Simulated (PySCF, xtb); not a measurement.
diboron tetrafluoride cation (B₂F₄), SMILES B(F)(F)B(F)F (connectivity only; charge and spin as stated), charge +1, multiplicity 2. Other conformers were not sampled.

Harmonic wavenumbers (cm⁻¹) from GFN2-xTB run with xtb at its own minimum, in rising order: 13, 119, 145, 211, 411, 451, 453, 484, 1158, 1174, 1589, 1598.

### Question
What does B3LYP-D3(BJ)/def2-SVP run with PySCF 2.14.0 give at its own minimum? (The exact figures need the calculation; the answer reports its results.)

### Answer
24, 113, 116, 195, 468, 474, 483, 570, 1102, 1154, 1730, 1733. Paired by order, the mean absolute difference is 51 cm⁻¹ and the zero-point energies are 11.2 and 11.7 kcal/mol.
